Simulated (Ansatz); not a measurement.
Forces away from equilibrium

SiH3TeF (SMILES F[SiH2][TeH]), singlet, displaced at random from a GFN2-xTB minimum.

| atom | x (Å) | y (Å) | z (Å) |
| --- | --- | --- | --- |
| F1 | -1.6853 | 0.1212 | 0.1714 |
| Si2 | -0.4184 | -0.1321 | -0.4860 |
| Te3 | 1.4182 | -0.7236 | 1.0729 |
| H4 | -0.5765 | -1.1560 | -1.4265 |
| H5 | -0.0969 | 1.1379 | -1.2246 |
| H6 | 1.3531 | 0.7301 | 1.8527 |

Computed with Ansatz 0.2.0 (basis: def2-TZVPP); correlated methods freeze the cores. Filled d shells of the heavier atoms are correlated. Core potentials replace the inner electrons of the atoms past krypton. The def2 sets are not built for correlating such inner shells, so the correlated values are less sure here.

CCSD(T) forces from the calculation:
| atom | Fx | Fy | Fz (eV/Å) |
| --- | --- | --- | --- |
| F1 | -6.847 | 1.179 | 3.753 |
| Si2 | 6.727 | 0.778 | -2.943 |
| Te3 | 0.059 | -0.168 | 0.062 |
| H4 | 0.002 | -1.434 | -1.003 |
| H5 | 0.105 | -0.363 | 0.237 |
| H6 | -0.045 | 0.008 | -0.107 |

Root-mean-square difference of the force components from those of CCSD(T): PBE0-D4 0.091; wB97M-V 0.049; r2SCAN-D4 0.080; PBE-D4 0.230; CAM-B3LYP-D4 0.060; HSE06-D4 0.091 eV/Å.

T1 diagnostic: at most 0.011. These are differences at one structure, and CCSD(T) in triple zeta is itself an approximation.

For scale, one of the runs: CCSD(T)/def2-TZVPP forces, 165 basis functions, launched by `ansatz run in.yaml --threads 4 --pin off --events-out ev --progress --plain --max-ram 5222MiB`. The run took 4.7 min on 4 CPU threads of an Arm Neoverse N1 (shared host), with 2.7 GiB of host memory at its peak.
